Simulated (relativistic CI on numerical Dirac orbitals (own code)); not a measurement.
**B V: q coefficients**

Computed by Dirac equation for one electron (own radial code, finite nucleus).

Configurations in the expansion: 1s, 2s, 2p. Levels of other configurations are missing.

With x = (α/α₀)² − 1 an excitation energy changes as ω = ω₀ + qx; K = 2q/ω₀ is the relative enhancement. Terms are leading LS components, so labels can repeat.

Lowest level 1s 2S_1/2.

| Level | ω₀ (cm⁻¹) | q (cm⁻¹) | K |
| --- | --- | --- | --- |
| 2p 2P°_1/2 | 2058100 | 628.6 | 0.000611 |
| 2s 2S_1/2 | 2058100 | 628.6 | 0.000611 |
| 2p 2P°_3/2 | 2058328 | 857.2 | 0.000833 |
